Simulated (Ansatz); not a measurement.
Geometry optimisation, RKS PBE-D4/def2-SVP (Ansatz 0.2.0).

input.yaml

```yaml
crystal:
  periodic: [false, false, false]
  atoms:
    - { symbol: Si, position_ang: [-1.0072, -0.4303, 0.0259] }
    - { symbol: F, position_ang: [0.8052, -1.1411, 0.5008] }
    - { symbol: F, position_ang: [-1.0639, -1.7029, -0.9148] }
    - { symbol: F, position_ang: [-1.3071, -0.628, 1.5665] }
    - { symbol: F, position_ang: [-2.398, 0.25, -0.408] }
    - { symbol: H, position_ang: [1.3569, -0.2294, -0.0509] }
    - { symbol: As, position_ang: [0.685, 1.5168, -0.7074] }
    - { symbol: H, position_ang: [1.0009, 1.8225, 0.7374] }
    - { symbol: H, position_ang: [1.9283, 0.5423, -0.7495] }
basis:
  gaussian: { orbitals: def2-SVP }
hamiltonian:
  xc: pbe
  dispersion: d4
relax:
  f_tol: 0.15
  max_steps: 25
  restrain:
    - { distance: [0, 6], at: 2.3, k: 30.0 }
    - { distance: [5, 1], at: 0.88, k: 30.0 }
    - { distance: [0, 1], at: 2.98, k: 30.0 }
    - { distance: [5, 6], at: 2.8, k: 30.0 }
```

Launched with:

```bash
$ ansatz run input.yaml --threads 4 --pin off --max-ram 5120MiB --backend cpu --events-out ev --progress --plain --runs-dir out
```

Problem. Where does it end, and by what steps?

Solution. The forces met the threshold. The restraints hold the end off the free minimum. After 18 steps the energy has fallen by 1.111 eV (the restraints' own energy left out); H6 moved furthest, 0.97 Å. Joined: F2–H6 (1.20 → 0.92 Å).

```csv
step,energy less start (eV),largest force component (eV/Å),accepted
0,0.0000,1.875,yes
1,-0.4323,2.248,yes
2,-0.2681,3.851,yes
3,-0.4847,2.980,yes
4,-0.9797,1.392,yes
5,-1.0493,1.000,yes
6,-1.0579,1.204,yes
7,-1.0748,0.928,yes
8,-1.0865,0.542,no
9,-1.0807,0.932,yes
10,-1.0884,0.917,yes
11,-1.0979,1.028,yes
12,-1.0718,1.863,no
13,-1.0755,1.821,no
14,-1.0976,1.157,yes
15,-1.1126,0.599,no
16,-1.1009,1.097,yes
17,-1.1074,0.897,yes
18,-1.1114,0.982,yes
```

```xyz
9
Properties=species:S:1:pos:R:3
Si -1.111 -0.136 -0.168
F 1.534 -1.351 0.482
F -1.079 -1.443 -1.121
F -0.990 -0.586 1.388
F -2.600 0.495 -0.316
H 1.476 -0.519 0.869
As 0.423 1.489 -0.783
H 0.861 1.641 0.689
H 1.486 0.410 -1.040
```

The run took 40 s on 4 threads of Arm Neoverse N1 (shared host), peak memory 0.19 GiB.
